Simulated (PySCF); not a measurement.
Si(GeH3)(OH)3 (GeH₆O₃Si), SMILES O[Si](O)(O)[GeH3]. Geometry optimised at PBE0-D3(BJ)/def2-SVP. The values are those of a single conformer.

These are PBE0-D3(BJ)/def2-SVP (PySCF) values and carry that method's errors.

Harmonic wavenumbers (cm⁻¹): 89, 124, 128, 184, 219, 237, 254, 317, 365, 446, 474, 478, 767, 792, 805, 808, 866, 884, 886, 946, 974, 2140, 2146, 2163, 3903, 3930, 3934. Rotational constants (GHz): 3.758, 1.373, 1.345; symmetry number 1.

Task: Work out the zero-point energy and the ideal-gas rigid-rotor harmonic-oscillator thermochemistry at 298.15 K and 1 atm.

Result: ZPE = ½ Σ hcν = ½ × 29257 cm⁻¹ = 175.00 kJ/mol. H − E(el) = 201.49 kJ/mol. Entropy in J/(mol K): translation 171.63, rotation 118.11, vibration 99.12, total 388.85. G − E(el) = 85.55 kJ/mol. Cp = 139.09 J/(mol K). Modes under 150 cm⁻¹ make the vibrational entropy uncertain.
